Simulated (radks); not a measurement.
Task: Numerical settings for the cobalt ion Co2+, [Ar] 3d7. Method: Dirac Kohn-Sham, PBEsol, spin-unpolarised, spherical densities, finite nucleus; open shells fill j = l - 1/2 first; Fermi nuclear charge, rms radius 3.7875 fm; computed with a radial shooting solver on a logarithmic mesh with Libxc functionals. The defaults (mesh step 0.008 in ln r, mesh end at 40 bohr or more with all orbitals vanishing there, Anderson mixing 0.5 over 9 steps, residual threshold near 1e-9 with the energy settled to 1e-9 hartree or 1e-11 of itself, here a cap of 68 iterations) give E = -1390.9926 hartree and 3d5/2 at -26.928 eV in 15 iterations. Run on one thread of a shared host, so times are rough (Arm Neoverse V1): 0.09 s of CPU time, 0.09 s wall, 15 iterations on 2189 mesh points. One setting is changed at a time: mesh step in ln r 0.005; mesh step in ln r 0.05; mesh step in ln r 0.012; mesh end (bohr) 400; mesh end (bohr) 20; residual threshold 1e-16; residual threshold 0.001; mixing 0.05; linear mixing, mixing 0.05; linear mixing, mixing 0.2; mixing history 20; iteration cap 3. Which runs fail to converge, and which converge to a wrong energy?

Result: Not converged within the cap: residual threshold 1e-16; linear mixing, mixing 0.05; linear mixing, mixing 0.2; iteration cap 3. No run marked as converged misses the energy by more than 1 mhartree.
